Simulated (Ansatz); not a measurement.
C$_{2}$H$_{3}$FSi, SMILES `FC1=C[SiH2]1`, 7 atoms. Charge 0, multiplicity 1. All runs use 2 threads of an Arm Neoverse V1 on a shared host. Correlated methods freeze the cores. Open-shell runs search over several starts.

Problem. Give the basis size and wall time and peak host memory of each of these runs in Ansatz. RKS ωB97M-V/def2-QZVPP energy; RKS ωB97M-V/def2-SVP energy; RKS PBE0-D4/def2-TZVP relaxation (5 steps); UKS B2PLYP (frozen core)/def2-TZVPP energy of the cation; RKS B2PLYP (frozen core)/def2-TZVPP energy; UHF-MP2/def2-QZVPP energy of the cation; RHF-MP2/def2-QZVPP energy; RKS PBE0-D4/def2-SVP energy; UKS PBE-D4/def2-TZVPP energy of the cation; UHF-CCSD(T)/def2-TZVPP energy of the cation; RKS PBE0-D4/def2-TZVP frequencies; UKS PBE0-D4/def2-TZVPP energy of the cation. (Estimate.)

Solution. The calculation gave: Other jobs shared the machine, so times are rough.

| level | job | functions | wall time | peak host memory (GiB) |
| --- | --- | --- | --- | --- |
| RKS PBE0-D4/def2-SVP | energy | 75 | 0.95 s | 0.34 |
| RKS ωB97M-V/def2-SVP | energy | 75 | 3.9 s | 0.34 |
| RKS B2PLYP (frozen core)/def2-TZVPP | energy | 177 | 4.2 s | 0.34 |
| UKS PBE0-D4/def2-TZVPP | energy of the cation | 177 | 13 s | 0.57 |
| RHF-MP2/def2-QZVPP | energy | 331 | 14 s | 1.2 |
| RKS ωB97M-V/def2-QZVPP | energy | 331 | 16 s | 0.9 |
| UKS PBE-D4/def2-TZVPP | energy of the cation | 177 | 17 s | 0.39 |
| RKS PBE0-D4/def2-TZVP | relaxation (5 steps) | 148 | 17 s | 0.27 |
| UKS B2PLYP (frozen core)/def2-TZVPP | energy of the cation | 177 | 26 s | 0.54 |
| RKS PBE0-D4/def2-TZVP | frequencies | 148 | 51 s | 0.34 |
| UHF-CCSD(T)/def2-TZVPP | energy of the cation | 177 | 80 s | 2.6 |
| UHF-MP2/def2-QZVPP | energy of the cation | 331 | 81 s | 1.3 |
